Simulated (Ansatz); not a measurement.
The cluster Ti2H4, relaxed as a singlet with RKS r2SCAN-D4/def2-TZVP in Ansatz, starting from the GFN2-xTB geometry. Force threshold 0.02 eV/Å.

The relaxation made no stability test and no search for a lower SCF solution. No other spin state of charge 0 was run. The structure comes from a short search, and lower isomers may exist.

Start:

```xyz
6

Ti    0.959   -0.796    0.507
Ti   -0.958    0.799   -0.502
H    -0.170    2.111    0.106
H     1.801   -0.650   -0.905
H    -1.720   -0.532   -1.106
H     0.089   -0.932    1.900
```

Question: Estimate the energy that the relaxation releases and the steps that it takes.

Answer: 418.1 kJ/mol, in 17 steps; 18 s on 4 threads of Intel Xeon Platinum 8488C on a shared host. No frequencies were taken in this run, so the end may be a saddle point.

Question: Does the start keep its bonding?

Answer: Bonds formed: Ti1–H3, Ti2–H4, Ti2–H6 (atoms count from 1). The end is the same structure that another start reached, the lowest one found.

Question: Predict the relaxed structure.

Answer: 
| atom | x (Å) | y (Å) | z (Å) |
| --- | --- | --- | --- |
| Ti1 | 1.150 | -0.315 | 0.636 |
| Ti2 | -0.782 | 0.133 | -0.106 |
| H3 | 0.591 | 1.426 | 0.378 |
| H4 | 0.747 | -0.108 | -1.104 |
| H5 | -1.350 | -0.809 | -1.486 |
| H6 | -0.355 | -0.326 | 1.682 |
Bond lengths (bridged metal pairs left out): 7 × H–Ti 1.76 to 1.95 Å.
